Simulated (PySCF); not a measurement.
SbS at revPBE

Level: revPBE. basis Sb def2-SVPD with ECP28, S def2-SVPD; scalar-relativistic core potentials; PySCF 2.14.

```json
{
 "state": "²Π (doublet), unpaired electrons π ↑",
 "bond length": "2.270 Å",
 "harmonic wavenumber": "460 cm⁻¹",
 "force constant": "3.15 mdyn/Å",
 "rotational constant Be": "0.1294 cm⁻¹",
 "anharmonicity ωexe": "1.32 cm⁻¹",
 "vibration–rotation constant αe": "0.000484 cm⁻¹",
 "well depth De to Sb + S": "342 kJ/mol",
 "dissociation energy D0": "340 kJ/mol",
 "bond order (Mayer)": "2.14",
 "dipole moment (positive dipole means Sb(−)S(+))": "-2.46 D"
}
```

Spin–orbit coupling is left out, which matters for elements this heavy, above all for dissociation energies. The state is the lowest determinant that a PBE0 search found; another state may lie lower at other levels.
